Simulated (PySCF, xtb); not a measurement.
Au₂, SMILES [Au][Au], multiplicity 1.

xtb with GFN2-xTB at its own geometry gives an orbital gap of 3.37 eV and a dipole moment of 0.00 D.

Geometry: PBE-D3(BJ)/def2-TZVPD. The multiplicity is an assumed one; other spin states were not compared. The def2 effective core potentials stand for the cores of Au; spin–orbit coupling is left out.

What does B3LYP/def2-TZVPD (PySCF) give? (The exact figures need the calculation; the answer reports its results.)

gap 3.34 eV (levels -7.05 and -3.70 eV), dipole 0.00 D.
